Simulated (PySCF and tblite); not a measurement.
Values are calculated unless marked as measured or tabulated.
C₆H₅NO₃, numbered as in [CH2:1]=[CH:2][c:3]1[o:4][n:5][cH:6][c:7]1[O:8][CH:9]=[O:10].

The ensemble was built from 150 distance-geometry starts (ETKDG and KDG, MMFF94s, GFN2-xTB) and rests on GFN2-xTB geometries. Free energies are B3LYP-D3(BJ)/def2-SVP (IEF-PCM, cyclohexane) single points with GFN2-xTB rigid-rotor and vibrational terms (modes under about 100 cm⁻¹ blended into free rotors). Symmetry numbers and mirror images are counted. Conformers within 3 kcal/mol (GFN2-xTB free energy) were kept, 6 at most. Couplings: B3LYP/6-31G* with pcJ-1 on H (gas phase; spin-dipole term only for pairs with B, N, F, Si or P). Couplings are for ¹H. H–H couplings come out 0.1 to 0.9 Hz lower than with pcJ-1 on all atoms. Of two unlike H on one atom, a is the less shielded (KT3/pcSseg-1 (IEF-PCM, cyclohexane)). Programs: PySCF with density fitting and tblite.

Torsions listed: C1–C2–C3–O4, C3–C7–O8–C9, C7–O8–C9–O10. Of a mirror pair one member is shown.

```tsv
conformer	shape	weight %
1	0°, 180°, 0°	69.3
2	180°, 180°, 0°	26.5
3	2°, 50°, 0°	4.2
```

Task: Give the couplings in each conformer and the averages at 298.15 K (pairs that fast motion interchanges averaged).

Result: 
| coupling | pairs | 1 | 2 | 3 | average (Hz) |
| --- | --- | --- | --- | --- | --- |
| ²J(H1a,H1b) | 1 | -0.4 | -0.7 | -0.2 | -0.5 |
| ³J(H1a,H2) | 1 | 17.6 | 18.3 | 17.5 | 17.8 |
| ³J(H1b,H2) | 1 | 12.7 | 13.5 | 12.7 | 12.9 |


Conformer gaps in def2-SVP on xTB geometries can be 2 kcal/mol too large for S=O, P=O and other polar bonds.